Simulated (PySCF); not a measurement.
Simulated characterisation data

PySCF 2.14 calculation with shieldings: GIAO PBE0/pcSseg-1 and GFN2-xTB structure; no solvent, equivalent nuclei averaged, single conformer, no relativistic terms.

References, each an isolated molecule treated in the same way: 1H (31.72 ppm) and 13C (186.93 ppm) vs TMS. Splittings of carbon signals by F and P are missing where no couplings were computed. Where no couplings were computed, multiplicities follow the n + 1 count of equivalent neighbours, and m marks all less simple cases (inequivalent or close neighbours, rings, F or P nearby). Shifts are as computed. Against solution values, carbons near 30 ppm lie about +3 ppm off and those near 130 ppm about +5 ppm. Of 1211 compounds with measured shifts, 218 miss one by over three times the rms of a fit or turn the order of signals round; such compounds aren't used in these exercises.

Compound 1 (C₆H₈FN₃). 1H NMR (400 MHz, computed): δ 7.10 (m, 1H), 4.92 (m, 1H), 2.90 (m, 2H), 2.56 (m, 2H), 1.96 (m, 1H), 1.86 (m, 1H). 13C{1H} NMR (computed): δ 172.8 (C), 121.1 (CH), 58.5 (CH), 31.5 (CH2), 14.2 (CH2). Structure: `InChI=1S/C6H8FN3/c7-6-4-8-10(9-6)5-2-1-3-5/h4-5H,1-3H2`.

Compound 2 (C₄H₈FNSi₂). 1H NMR (400 MHz, computed): δ 5.81 (m, 2H), 4.44 (s, 3H), 4.32 (s, 3H). 13C{1H} NMR (computed): δ 191.3 (C), 121.4 (C), 115.9 (C), 92.8 (CH2). Structure: `N#C/C([SiH3])=C(/[SiH3])CF`.
